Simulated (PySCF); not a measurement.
```xyz
4
charge 0 multiplicity 1, angstrom
Ir    0.0000    0.0000   -0.3340
Br    2.2536    0.0000    0.2716
Br   -1.1268    1.9517    0.2716
Br   -1.1268   -1.9517    0.2716
```

Level of theory: PBE in PySCF with Ir def2-SVP with ECP60, Br def2-SVP; scalar-relativistic core potentials, no spin–orbit coupling; density-fitted integrals.

This geometry of IrBr3 is a stationary point at this level.

(1) What is the point group?

(2) Is it a minimum?

(3) Which band is strongest in the infrared?

(4) Give the atomic charges and bond orders.

(5) Give the ideal-gas entropy at 298.15 K and 1 bar by parts.

Results:

(1) C3v.

(2) Yes: all harmonic wavenumbers are real, though the softest, 51 cm⁻¹, leaves little margin.

(3) 285 cm⁻¹ (e), 28 km/mol.

(4) 
| atom | Mulliken | Löwdin | polar tensor | Mayer order to Ir1 |
| --- | --- | --- | --- | --- |
| Ir1 | 0.17 | -0.69 | 0.80 | – |
| Br2,3,4 | -0.06 | 0.23 | -0.27 | 1.22 |

(5) translation 184.5, rotation 122.6, vibration 78.5, spin 0.0; total 385.5 J/(mol K).

Only a few start shapes were tried, so a lower isomer may exist. Spin–orbit coupling, left out here, can matter for elements this heavy.
